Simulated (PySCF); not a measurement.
H$_{2}$Cl$_{3}$NTi, singlet, at a GFN2-xTB geometry (such geometries of metal compounds can be far from the true shape); PBE0/6-31G (PySCF).

Here is a job for PySCF.
```python
from pyscf import gto, scf, dft

mol = gto.M(
    atom='''
Ti   -0.139371   -0.246005   -0.030698
Cl    1.815466   -0.400736   -0.861508
Cl    0.065581    0.326408    2.013463
Cl   -1.096754    1.401779   -0.990771
N    -1.071315   -1.793225   -0.215426
H    -0.793603   -2.602188   -0.774091
H    -1.974008   -1.999815    0.217317
''',
    basis='6-31g',
    charge=0,
    spin=0,
    verbose=4,
)

mf = dft.RKS(mol)
mf.xc = 'pbe0'
mf.kernel()
mf.analyze()
```

Output, abridged:

```
PySCF version 2.14.0

[INPUT] verbose = 4
[INPUT] num. atoms = 7
[INPUT] num. electrons = 82
[INPUT] charge = 0
[INPUT] spin (= nelec alpha-beta = 2S) = 0
[INPUT] symmetry False subgroup None
[INPUT] Mole.unit = angstrom
[INPUT] Symbol           X                Y                Z      unit          X                Y                Z       unit  Magmom
[...]
nuclear repulsion = 545.836407291187
number of shells = 41
number of NR pGTOs = 258
number of NR cGTOs = 79
basis = 6-31g
ecp = {}

******** <class 'pyscf.dft.rks.RKS'> ********
method = RKS
initial guess = minao
damping factor = 0
level_shift factor = 0
DIIS = <class 'pyscf.scf.diis.CDIIS'>
diis_start_cycle = 1
diis_space = 8
diis_damp = 0
SCF conv_tol = 1e-09
SCF conv_tol_grad = None
SCF max_cycles = 50
direct_scf = True
direct_scf_tol = 1e-13
XC library pyscf.dft.libxc version 7.1.2
    S. Lehtola, C. Steigemann, M. J. T. Oliveira, and M. A. L. Marques,  SoftwareX 7, 1–5 (2018)
XC functionals = pbe0
    C. Adamo and V. Barone,  J. Chem. Phys. 110, 6158 (1999)
    M. Ernzerhof and G. E. Scuseria,  J. Chem. Phys. 110, 5029 (1999)
radial grids:
    Treutler-Ahlrichs [JCP 102, 346 (1995); DOI:10.1063/1.469408] (M4) radial grids

becke partition: Becke, JCP 88, 2547 (1988); DOI:10.1063/1.454033
pruning grids: <function nwchem_prune>
grids dens level: 3
symmetrized grids: False
atomic radii adjust function: <function treutler_atomic_radii_adjust>
small_rho_cutoff = 0
Set gradient conv threshold to 3.16228e-05
Initial guess from minao.
tot grids = 111064
init E= -2285.65141856086
[...]
cycle= 1 E= -2285.17509834611  delta_E= 0.476  |g|= 0.773  |ddm|= 2.81
[...]
cycle= 2 E= -2278.57756628847  delta_E=  6.6  |g|= 6.12  |ddm|= 3.58
[...]
cycle= 3 E= -2285.16606642474  delta_E= -6.59  |g|= 0.927  |ddm|=  2.5
[...]
cycle= 4 E= -2285.35256234485  delta_E= -0.186  |g|= 0.202  |ddm|= 0.523
[...]
cycle= 5 E= -2285.36308939824  delta_E= -0.0105  |g|= 0.0724  |ddm|= 0.165
[...]
cycle= 6 E= -2285.36431734531  delta_E= -0.00123  |g|= 0.00961  |ddm|= 0.054
[...]
cycle= 7 E= -2285.36434541043  delta_E= -2.81e-05  |g|= 0.00263  |ddm|= 0.0148
[...]
cycle= 8 E= -2285.36434756091  delta_E= -2.15e-06  |g|= 0.000847  |ddm|= 0.00401
[...]
cycle= 9 E= -2285.3643477682  delta_E= -2.07e-07  |g|= 0.000369  |ddm|= 0.00133
[...]
cycle= 10 E= -2285.36434780791  delta_E= -3.97e-08  |g|= 8.19e-05  |ddm|= 0.000437
[...]
cycle= 11 E= -2285.36434781007  delta_E= -2.16e-09  |g|= 5.77e-06  |ddm|= 8.58e-05
[...]
cycle= 12 E= -2285.3643478101  delta_E= -3.37e-11  |g|= 3.34e-06  |ddm|= 1.08e-05
[...]
Extra cycle  E= -2285.36434781008  delta_E= 2.59e-11  |g|= 6.85e-06  |ddm|= 1.08e-05
converged SCF energy = -2285.36434781008
**** SCF Summaries ****
Total Energy =                       -2285.364347810078016
Nuclear Repulsion Energy =             545.836407291186788
One-electron Energy =                -4233.180748046465851
Two-electron Energy =                 1401.979992945201047
Two-electron Coulomb Energy =         1535.824804445897144
DFT Exchange-Correlation Energy =     -133.844811500696011
HOMO-LUMO gap [eV] =                     5.399101519345071
**** MO energy ****
[...]
 ** Mulliken pop on meta-lowdin orthogonal AOs  **
 ** Mulliken pop  **
 ** Mulliken atomic charges  **
charge of    0Ti =      1.11731
charge of    1Cl =     -0.31323
charge of    2Cl =     -0.32685
charge of    3Cl =     -0.33463
charge of    4N =     -0.64095
charge of    5H =      0.24969
charge of    6H =      0.24865
Dipole moment(X, Y, Z, Debye): -1.99276, -3.69143, -0.47482
```
